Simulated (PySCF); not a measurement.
## Electron correlation in Pb⁺ (lead, charge +1)

[Xe] 4f14 5d10 6s2 6p1, 2P determinant. All numbers are calculated (PySCF 2.14, the spin-free X2C one-electron Hamiltonian (Gaussian nucleus), in x2c-TZVPPall (11s7p6d3f, 83 functions)). Frozen: [Xe] 4f14 5d10; 3 electrons correlated.

| level | correlation energy (mhartree) |
| --- | --- |
| CCSD | -35.04 |
| (T) | -0.39 |
| CCSD(T) | -35.43 |

Diagnostics: T1 = 0.0068, D1 = 0.0160, largest double amplitude 0.072.

Spin-orbit coupling, absent here, splits the open shell strongly.

Cost of the coupled-cluster step: of the order of 2 core-seconds, for 3 correlated electrons.
